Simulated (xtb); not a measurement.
H6AlO2Si2 (SMILES [SiH3][O][Al+][O][SiH3]), charge +1, singlet, geometry from GFN2-xTB (such geometries of metal compounds can be far from the true shape); GFN0-xTB in xtb.

xtb was given this input:
```
$ xtb mol.xyz --gfn 0 --chrg 1 --hess --json

# file mol.xyz
11

Al     0.00000000    -0.00000000    -0.00000000
O     -1.35076414     0.16845009     0.86244077
Si    -2.81839043     0.35147375     1.79949611
H     -2.60943543    -0.64800399     2.84364877
H     -3.83169504     0.04015784     0.79492213
H     -2.71613638     1.74982381     2.20819395
O      1.35076414    -0.16845009    -0.86244077
Si     2.81839043    -0.35147375    -1.79949611
H      2.37190485    -1.27348421    -2.84037077
H      3.72579932    -0.89679443    -0.79346074
H      3.05956268     1.02830098    -2.21293335
```

The log (banner, timings and long lists left out):

```
   ID    Z sym.   atoms
    1   13 Al     1
    2    8 O      2, 7
    3   14 Si     3, 8
    4    1 H      4-6, 9-11

           -------------------------------------------------
          |                Calculation Setup                |
           -------------------------------------------------

           -------------------------------------------------
          |                 G F N 0 - x T B                 |
           -------------------------------------------------

          ...................................................
          :                      SETUP                      :
          :.................................................:
          :  # basis functions                  50          :
          :  # atomic orbitals                  47          :
          :  # shells                           25          :
          :  # electrons                        28          :
          :  electronic temp.          300.0000000     K    :
          :  accuracy                    1.0000000          :
          :  -> integral cutoff          0.2500000E+02      :
          :  -> integral neglect         0.1000000E-07      :
          ...................................................

         :::::::::::::::::::::::::::::::::::::::::::::::::::::
         ::                     SUMMARY                     ::
         :::::::::::::::::::::::::::::::::::::::::::::::::::::
         :: total energy             -13.152678494004 Eh    ::
         :: gradient norm              0.078893418060 Eh/a0 ::
         :: HOMO-LUMO gap              3.522873176001 eV    ::
         ::.................................................::
         :: H0 energy                -14.423989875163 Eh    ::
         :: repulsion energy           0.109510672227 Eh    ::
         :: electrostat energy         1.164125950788 Eh    ::
         :: -> Gsolv                   0.000000000000 Eh    ::
         ::    -> Gsasa                0.000000000000 Eh    ::
         ::    -> Gshift               0.000000000000 Eh    ::
         :: dispersion energy         -0.002325241856 Eh    ::
         :: short-range corr.          0.000000000000 Eh    ::
         :: add. restraining           0.000000000000 Eh    ::
         :: total charge               1.000000000000 e     ::
         :::::::::::::::::::::::::::::::::::::::::::::::::::::

           -------------------------------------------------
          |                Numerical Hessian                |
[...]
       7    283.89    -0.45024 ( 99.90%)    -0.54207 (  0.10%)    -0.45033
   ------------------------------------------------------------------------

   temp. (K)  partition function   enthalpy   heat capacity  entropy
                                   cal/mol     cal/K/mol   cal/K/mol   J/K/mol
 298.15  VIB   155.                 3740.877     23.852     22.531
         ROT  0.361E+05              888.752      2.981     23.836
         INT  0.558E+07             4629.629     26.833     46.367
         TR   0.129E+28             1481.254      4.968     40.273
         TOT                        6110.8828    31.8011    86.6398   362.5009

       T/K    H(0)-H(T)+PV         H(T)/Eh          T*S/Eh         G(T)/Eh
   ------------------------------------------------------------------------
    298.15    0.973831E-02    0.589981E-01    0.411654E-01    0.178327E-01
   ------------------------------------------------------------------------

         :::::::::::::::::::::::::::::::::::::::::::::::::::::
         ::                  THERMODYNAMIC                  ::
         :::::::::::::::::::::::::::::::::::::::::::::::::::::
         :: total free energy         -13.134845749697 Eh   ::
         ::.................................................::
         :: total energy              -13.152678494004 Eh   ::
         :: zero point energy           0.049259798841 Eh   ::
         :: G(RRHO) w/o ZPVE           -0.031427054534 Eh   ::
         :: G(RRHO) contrib.            0.017832744307 Eh   ::
         :::::::::::::::::::::::::::::::::::::::::::::::::::::
imag cut-off (cm-1) :    5.00
 found            2  significant imaginary frequencies
 writing imag mode distorted coords to xtbhess.xyz
 for further optimization.

           -------------------------------------------------
          | TOTAL ENERGY              -13.152678494004 Eh   |
          | TOTAL ENTHALPY            -13.093680383523 Eh   |
          | TOTAL FREE ENERGY         -13.134845749697 Eh   |
          | GRADIENT NORM               0.078893418060 Eh/α |
          | HOMO-LUMO GAP               3.522873176001 eV   |
           -------------------------------------------------
########################################################################
[WARNING] Runtime exception occurred
-1- hessian_numhess: Hessian on incompletely optimized geometry!
########################################################################

normal termination of xtb
```
